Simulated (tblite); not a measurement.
Species: C₇H₈ClFSi.
Atom-mapped SMILES: `[CH:1]#[C:2][C@@:3]1([Cl:4])[C:5]([SiH2:6][F:7])=[CH:8][C@@H:9]1[CH3:10]` (hydrogens: H11 on C1; H12, H13 on Si6; H14 on C8; H15 on C9; H16, H17, H18 on C10)

Structure optimised with GFN2-xTB, isolated species.

**Question.** Give the optimised bond lengths and angles.

**Answer.** 
| bond | length (bohr) | order |
| --- | --- | --- |
| C1≡C2 | 2.264 | triple |
| C2–C3 | 2.713 | single |
| C3–Cl4 | 3.394 | single |
| C3–C5 | 2.868 | single |
| C5–Si6 | 3.528 | single |
| Si6–F7 | 3.046 | single |
| C5=C8 | 2.530 | double |
| C8–C9 | 2.844 | single |
| C9–C10 | 2.869 | single |
| C3–C9 | 2.962 | single |
| C1–H11 | 1.982 | single |
| Si6–H12 | 2.749 | single |
| Si6–H13 | 2.749 | single |
| C8–H14 | 2.030 | single |
| C9–H15 | 2.068 | single |
| C10–H16, C10–H17, C10–H18 | 2.055 | single |

Bonds in one row agree within 0.02 bohr and their mean is given. Orders are formal, as drawn. A selection of angles:
| angle | degrees |
| --- | --- |
| C2–C1–H11 | 179.7 |
| C1–C2–C3 | 179.6 |
| C2–C3–Cl4 | 108.3 |
| C2–C3–C5 | 115.6 |
| C2–C3–C9 | 115.8 |
| Cl4–C3–C5 | 113.8 |
| Cl4–C3–C9 | 115.8 |
| C5–C3–C9 | 86.5 |
| C3–C5–Si6 | 129.6 |
| C3–C5–C8 | 92.7 |
| Si6–C5–C8 | 137.6 |
| C5–Si6–F7 | 106.1 |
| C5–Si6–H12 | 111.5 |
| C5–Si6–H13 | 111.9 |
| F7–Si6–H12 | 105.8 |
| F7–Si6–H13 | 105.3 |
| H12–Si6–H13 | 115.4 |
| C5–C8–C9 | 95.9 |
| C5–C8–H14 | 133.2 |
| C9–C8–H14 | 130.9 |
| C8–C9–C10 | 116.0 |
| C8–C9–H15 | 114.9 |
| C10–C9–H15 | 110.2 |
| C3–C9–C8 | 84.8 |
| C3–C9–C10 | 116.9 |
| C3–C9–H15 | 112.3 |
| C9–C10–H16 | 109.6 |
| C9–C10–H17 | 110.5 |
| H16–C10–H17 | 108.7 |

Dihedral angles: C2–C3–C5–Si6 -65° (synclinal); C3–C5–Si6–F7 170° (antiperiplanar); C3–C5–C8–C9 2° (synperiplanar); C5–C8–C9–C10 115° (anticlinal); C2–C3–C9–C8 -115° (anticlinal).

Si6 (fluorine-bound silicon) is distorted tetrahedral (angles from 105.3° to 115.4°). The 4-membered ring C3–C5–C8–C9 has internal angles of 84.8° to 95.9°; it is almost planar, 0.01 Å rms from its mean plane, widest ring torsion 2°. Of the pairs four or more bonds apart, Cl4···H17 is among the closest relative to their van der Waals radii: 2.79 Å, 95 % of the sum of Bondi's values. The 7 C–C bonds span 1.198 Å (C1≡C2, drawn triple) to 1.567 Å (C3–C9, drawn single), a spread of 0.369 Å.

Point group: C1 (no symmetry element, even within 0.4 Å). Its GFN2-xTB frequencies are all real (lowest 29 cm⁻¹). The numbers are those of one conformer. 3 starts were optimised and ended at 0.00, 0.00 and 0.75 kcal/mol (GFN2-xTB); the lowest of these is shown.

These are computed values.
